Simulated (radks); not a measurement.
Values are calculated unless marked as measured or tabulated.
Species: I3+. Configuration: [Kr] 4d10 5s1.5 5p2.5 (fractional occupations, a model configuration).

Level of theory: scalar-relativistic Kohn-Sham, SCAN, spin-polarised, spherical densities, finite nucleus; open shells are filled with parallel spins first (spin-orbit coupling, left out, can overturn this in heavy ions); meta-GGA in the generalised Kohn-Sham scheme; Fermi nuclear charge, rms radius 4.75 fm (a radial shooting solver on a logarithmic mesh with Libxc functionals).

Energy parts (Ry):
part                        energy
total                 -14230.41146
kinetic                14937.17580
electron-nucleus      -34310.05080
Hartree                 5504.78519
exchange-correlation    -362.32166

Orbitals (lengths in bohr, moments of r in powers of bohr; <r^-3> diverges for s and p1/2; r(max) is where P^2 peaks):
\begin{tabular}{lrrrrrr}
orbital & occ. & eigenvalue (Ry) & <r^4> & <r^2> & <r^-3> & r(max) \\ \hline
1s up & 1 & -2430.929 & 2.646e-06 & 0.001005 & - & 0.01754 \\
1s down & 1 & -2430.916 & 2.646e-06 & 0.001005 & - & 0.01754 \\
2s up & 1 & -378.9625 & 0.0004501 & 0.01618 & - & 0.09900 \\
2s down & 1 & -378.9569 & 0.0004500 & 0.01618 & - & 0.09900 \\
2p up & 3 & -340.1067 & 0.0003261 & 0.01282 & 5774 & 0.07951 \\
2p down & 3 & -340.0966 & 0.0003261 & 0.01282 & 5774 & 0.07951 \\
3s up & 1 & -78.97453 & 0.01917 & 0.1122 & - & 0.2851 \\
3s down & 1 & -78.96648 & 0.01916 & 0.1122 & - & 0.2851 \\
3p up & 3 & -66.27727 & 0.02022 & 0.1127 & 1107 & 0.2791 \\
3p down & 3 & -66.26611 & 0.02021 & 0.1127 & 1107 & 0.2791 \\
3d up & 5 & -47.32635 & 0.01777 & 0.09859 & 151.9 & 0.2321 \\
3d down & 5 & -47.31349 & 0.01776 & 0.09856 & 151.9 & 0.2321 \\
4s up & 1 & -16.04045 & 0.5625 & 0.6183 & - & 0.6809 \\
4s down & 1 & -16.01660 & 0.5613 & 0.6189 & - & 0.6817 \\
4p up & 3 & -12.03668 & 0.7771 & 0.7140 & 213.6 & 0.7149 \\
4p down & 3 & -12.01434 & 0.7663 & 0.7118 & 213.1 & 0.7157 \\
4d up & 5 & -6.18862 & 1.673 & 0.9885 & 22.35 & 0.7768 \\
4d down & 5 & -6.14397 & 1.565 & 0.9656 & 22.61 & 0.7770 \\
5s up & 1 & -3.60252 & 20.51 & 3.770 & - & 1.666 \\
5s down & 0.5 & -3.27030 & 20.37 & 3.733 & - & 1.642 \\
5p up & 2.5 & -2.66766 & 34.69 & 4.880 & 28.85 & 1.871 \\
\end{tabular}

The highest occupied level is 5p up at -36.295 eV. Spin moment in Bohr magnetons: 3.

Empty levels of this run are not shown, since the potential may be unsettled where no density lies.
